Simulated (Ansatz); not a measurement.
Reaction (silylene formation by 1,1-elimination): `CN[Si](N)(F)F` → `F[Si]F` + `CNN`

Isolated molecules relaxed with PBE0-D4/def2-TZVP in Ansatz; ΔE leaves out vibrations. CBS: MP2 limit from def2 TZ/QZ plus the TZ coupled-cluster correction, frozen cores. This one scheme is used for every species. One conformer a species, not always the lowest.

| level | ΔE (eV) |
| --- | --- |
| SCS-MP2/def2-TZVPP | 4.82 |
| HF/def2-QZVPP | 4.87 |

(1) What does CCSD(T)/CBS give? (Best estimate.)

Largest T1 diagnostic among the species: 0.015.

Answers

(1) The calculation gave: +4.81 eV. The listed levels differ from it by 0.01, 0.06 eV.

The D4 term adds +0.19 eV with B3LYP and +0.10 eV with PBE0; it sums over pairs of atoms, weighted by their polarisabilities, and B3LYP, whose exchange is more repulsive, gets the larger term. From PBE to PBE0 (25 % exact exchange), in def2-TZVPP and without D4, ΔE moves by +0.32 eV.

B3LYP here is the variant with VWN-RPA as its local correlation; programs differ in this.
